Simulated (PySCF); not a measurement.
A species of formula C7H14O2 has this rotational fingerprint, computed with PBE0/pcSseg-1 in PySCF (dipole) on a GFN2-xTB geometry, gas phase:

```
Rotational constants : A = 2785, B = 882.5, C = 759.7 MHz
Dipole components    : |μa| = 1.01 D, |μb| = 0.77 D, |μc| = 1.36 D
Inertial defect      : -88.88 u·Å²
κ                    : -0.88
```

**Question.** Which candidate fits, each taken in the one conformer that was computed?
A. `[CH3:1][CH2:2][C:3](=[O:4])[O:5][C@@H:6]([CH3:7])[CH2:8][CH3:9]` with C1–C2–C3–O4 -1°, C2–C3–O5–C6 180°, C3–O5–C6–C7 84°, O5–C6–C8–C9 64°
B. `[CH3:1][O:2][C@H:3]1[CH2:4][CH2:5][C@H:6]([OH:7])[CH2:8][CH2:9]1` with C1–O2–C3–C4 75°, C5–C6–O7–H 54°, O2–C3–C4–C5 61°, C3–C4–C5–C6 59°, C4–C5–C6–O7 63°, C5–C6–C8–C9 57°
C. `[CH3:1][CH2:2][C:3](=[O:4])[C@@H:5]([CH3:6])[CH2:7][O:8][CH3:9]` with C1–C2–C3–O4 -1°, C2–C3–C5–C6 145°, C3–C5–C7–O8 67°, C5–C7–O8–C9 -179°

**Answer.** A. It is CCC(=O)O[C@@H](C)CC, an asymmetric top, point group C1. The candidates at the same level (rigid rotor, commonest isotopes):

| SMILES | A (MHz) | B (MHz) | C (MHz) | μa (D) | μb (D) | μc (D) | Δ (u·Å²) | point group | rotor |
| --- | --- | --- | --- | --- | --- | --- | --- | --- | --- |
| CO[C@H]1CC[C@H](O)CC1 | 3126 | 1143 | 1021 | 0.64 | 1.90 | 0.09 | -108.71 | C1 | asymmetric top |
| CCC(=O)[C@@H](C)COC | 1820 | 1182 | 824.2 | 2.30 | 0.30 | 1.47 | -92.09 | C1 | asymmetric top |
| CCC(=O)O[C@@H](C)CC | 2785 | 882.5 | 759.7 | 1.01 | 0.77 | 1.36 | -88.88 | C1 | asymmetric top |

`CCC(=O)[C@@H](C)COC` has A 35 % too low; `CO[C@H]1CC[C@H](O)CC1` has C 34 % too high. No structure here is proved a minimum.
